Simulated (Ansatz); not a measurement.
Ansatz (an electronic-structure program) job for Be2H2, SMILES [BeH][BeH], PBE0-D3(BJ)/def2-TZVPD. 

Ansatz 0.2 input:
```yaml
crystal:
  periodic: [false, false, false]
  atoms:
    - {symbol: H, position_ang: [0.00000000, 2.10567643, 0.59596188]}
    - {symbol: Be, position_ang: [-0.00000000, 0.99188577, -0.14899047]}
    - {symbol: Be, position_ang: [0.00000000, -0.99188576, -0.14899047]}
    - {symbol: H, position_ang: [-0.00000000, -2.10567644, 0.59596188]}
basis:
  gaussian:
    orbitals: def2-TZVPD
hamiltonian:
  xc: pbe0
  dispersion: d3bj
relax: {f_tol: 0.002, max_steps: 200}
```

Program output:

```
WARN ansatz: RAYON_NUM_THREADS=1 ignored (pool sized by the plan → 1); use --threads N
Functional definition: PBE0
integrals: 0.01 GiB planned
416 factors; their error is unknown
mean field: 0.10 GiB planned
mean field evaluation 1: about -830.6711 eV, gradient 1.1e1 eV
mean field evaluation 2: about -831.1303 eV, gradient 4.1e0 eV
mean field evaluation 4: about -831.2115 eV, gradient 8.4e-2 eV
mean field evaluation 8: about -831.2043 eV, gradient 2.5e-3 eV
mean field -831.20427334 eV, -30.5461936348 hartree, gradient 9.9e-6 eV, S^2 0.000000; 0 other end points of the search recorded, 0 dependent functions left out
the calculation of the forces begins
reference -831.20430569 eV, -30.5461948234 hartree; 5, 5 occupied and 57, 57 virtual orbitals, 416 factors
relax step   1: F+E_penalty+E_count = -831.23793093 eV  Δ(F+E_penalty+E_count) = +0.000e0 eV  max|allowed force component| = 6.480e-1 eV/Å  Δτ_max = 0.0000 Å  (25 SCF iters, accepted)
these checks for a lower state are left out or cut short: starts, cluster_reference, orbital_swaps, neighbouring_geometries, increment
integrals: 0.01 GiB planned
416 factors; their error is unknown
mean field: 0.10 GiB planned
mean field evaluation 16: about -831.4188 eV, gradient 1.0e-3 eV
mean field -831.41175142 eV, -30.5538183135 hartree, gradient 2.7e-5 eV, S^2 0.000000; 0 other end points of the search recorded, 0 dependent functions left out
the calculation of the forces begins
reference -831.41178405 eV, -30.5538195128 hartree; 5, 5 occupied and 57, 57 virtual orbitals, 416 factors
relax step   2: F+E_penalty+E_count = -831.44448385 eV  Δ(F+E_penalty+E_count) = -2.066e-1 eV  max|allowed force component| = 3.518e-1 eV/Å  Δτ_max = 0.1950 Å  (30 SCF iters, accepted)
these checks for a lower state are left out or cut short: starts, cluster_reference, orbital_swaps, neighbouring_geometries, increment
integrals: 0.01 GiB planned
416 factors; their error is unknown
mean field: 0.10 GiB planned
mean field -831.53547139 eV, -30.5583649385 hartree, gradient 1.8e-5 eV, S^2 0.000000; 0 other end points of the search recorded, 0 dependent functions left out
the calculation of the forces begins
reference -831.53550393 eV, -30.5583661345 hartree; 5, 5 occupied and 57, 57 virtual orbitals, 416 factors
relax step   3: F+E_penalty+E_count = -831.56775672 eV  Δ(F+E_penalty+E_count) = -1.233e-1 eV  max|allowed force component| = 6.266e-1 eV/Å  Δτ_max = 0.1933 Å  (31 SCF iters, accepted)
these checks for a lower state are left out or cut short: starts, cluster_reference, orbital_swaps, neighbouring_geometries, increment
integrals: 0.01 GiB planned
416 factors; their error is unknown
mean field: 0.10 GiB planned
mean field evaluation 32: about -831.4127 eV, gradient 4.9e0 eV
mean field -831.57937707 eV, -30.5599784427 hartree, gradient 1.7e-5 eV, S^2 0.000000; 0 other end points of the search recorded, 0 dependent functions left out
the calculation of the forces begins
reference -831.57940983 eV, -30.5599796465 hartree; 5, 5 occupied and 57, 57 virtual orbitals, 416 factors
relax step   4: F+E_penalty+E_count = -831.61183034 eV  Δ(F+E_penalty+E_count) = -4.407e-2 eV  max|allowed force component| = 4.872e-1 eV/Å  Δτ_max = 0.1305 Å  (30 SCF iters, accepted)
these checks for a lower state are left out or cut short: starts, cluster_reference, orbital_swaps, neighbouring_geometries, increment
integrals: 0.01 GiB planned
416 factors; their error is unknown
mean field: 0.10 GiB planned
mean field -831.59548112 eV, -30.5605702556 hartree, gradient 1.4e-5 eV, S^2 0.000000; 0 other end points of the search recorded, 0 dependent functions left out
the calculation of the forces begins
reference -831.59551355 eV, -30.5605714474 hartree; 5, 5 occupied and 57, 57 virtual orbitals, 416 factors
relax step   5: F+E_penalty+E_count = -831.62770338 eV  Δ(F+E_penalty+E_count) = -1.587e-2 eV  max|allowed force component| = 4.842e-2 eV/Å  Δτ_max = 0.0440 Å  (26 SCF iters, accepted)
these checks for a lower state are left out or cut short: starts, cluster_reference, orbital_swaps, neighbouring_geometries, increment
integrals: 0.01 GiB planned
416 factors; their error is unknown
mean field: 0.10 GiB planned
mean field -831.59567346 eV, -30.5605773240 hartree, gradient 9.0e-6 eV, S^2 0.000000; 0 other end points of the search recorded, 0 dependent functions left out
the calculation of the forces begins
reference -831.59570592 eV, -30.5605785166 hartree; 5, 5 occupied and 57, 57 virtual orbitals, 416 factors
relax step   6: F+E_penalty+E_count = -831.62792748 eV  Δ(F+E_penalty+E_count) = -2.241e-4 eV  max|allowed force component| = 4.373e-3 eV/Å  Δτ_max = 0.0047 Å  (22 SCF iters, accepted)
these checks for a lower state are left out or cut short: starts, cluster_reference, orbital_swaps, neighbouring_geometries, increment
integrals: 0.01 GiB planned
416 factors; their error is unknown
mean field: 0.10 GiB planned
mean field -831.59567338 eV, -30.5605773208 hartree, gradient 1.9e-5 eV, S^2 0.000000; 0 other end points of the search recorded, 0 dependent functions left out
the calculation of the forces begins
reference -831.59570583 eV, -30.5605785134 hartree; 5, 5 occupied and 57, 57 virtual orbitals, 416 factors
relax step   7: F+E_penalty+E_count = -831.62792821 eV  Δ(F+E_penalty+E_count) = -7.261e-7 eV  max|allowed force component| = 8.380e-5 eV/Å  Δτ_max = 0.0002 Å  (19 SCF iters, accepted)
integrals: 0.01 GiB planned
416 factors; their error is unknown
mean field: 0.10 GiB planned
mean field evaluation 64: about -831.5618 eV, gradient 3.0e0 eV
mean field -831.59567338 eV, -30.5605773208 hartree, gradient 1.9e-5 eV, S^2 0.000000; 1 other end points of the search recorded, 0 dependent functions left out
the calculation of the forces begins
reference -831.59570583 eV, -30.5605785134 hartree; 5, 5 occupied and 57, 57 virtual orbitals, 416 factors
Total energy: -831.62796066 eV, -30.5617638567 hartree
Atom 0 at    -0.000000     2.396944     0.223505 Å, force     0.000000     0.000048    -0.000022 eV/Å
Atom 1 at     0.000000     1.051371     0.223466 Å, force    -0.000000    -0.000084     0.000022 eV/Å
Atom 2 at    -0.000000    -1.051371     0.223466 Å, force     0.000000     0.000084     0.000022 eV/Å
Atom 3 at     0.000000    -2.396944     0.223505 Å, force     0.000000    -0.000048    -0.000022 eV/Å
Dipole moment:     0.000000     0.000000    -0.000021 e Å
```

The calculation finished and met its thresholds.
